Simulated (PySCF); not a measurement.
CH3Cl2NSi2. Atoms are numbered in the order given.

```xyz
9

Cl     1.4752    -0.1011    -1.6808
Si     0.2612     0.0197     0.0000
Cl     1.4752    -0.1011     1.6808
C     -0.9885     1.4763     0.0000
N     -2.1634     0.9455     0.0000
Si    -1.9211    -0.8504     0.0000
H     -0.8654     2.5776     0.0000
H     -2.4890    -1.4934     1.2194
H     -2.4890    -1.4934    -1.2194
```

Coordinates come from a r2SCAN-D4/def2-SVP optimisation. This is a generated structure with no PubChem entry under its InChIKey; it may be hypothetical.

All values below come from B3LYP/def2-TZVP run with PySCF.

Symmetry labels are those of the subgroup Cs that the program uses (full group Cs).

Computed valence orbital energies around the gap with their symmetry:
```json
[
 {"orbital": "HOMO−7", "symmetry": "A\"", "energy (eV)": "-10.69"},
 {"orbital": "HOMO−6", "symmetry": "A'", "energy (eV)": "-10.22"},
 {"orbital": "HOMO−5", "symmetry": "A'", "energy (eV)": "-9.82"},
 {"orbital": "HOMO−4", "symmetry": "A\"", "energy (eV)": "-9.57"},
 {"orbital": "HOMO−3", "symmetry": "A\"", "energy (eV)": "-9.27"},
 {"orbital": "HOMO−2", "symmetry": "A\"", "energy (eV)": "-9.05"},
 {"orbital": "HOMO−1", "symmetry": "A'", "energy (eV)": "-7.93"},
 {"orbital": "HOMO", "symmetry": "A'", "energy (eV)": "-7.12"},
 {"orbital": "LUMO", "symmetry": "A\"", "energy (eV)": "-2.01"},
 {"orbital": "LUMO+1", "symmetry": "A'", "energy (eV)": "-0.94"},
 {"orbital": "LUMO+2", "symmetry": "A'", "energy (eV)": "-0.56"},
 {"orbital": "LUMO+3", "symmetry": "A\"", "energy (eV)": "-0.43"}
]
```
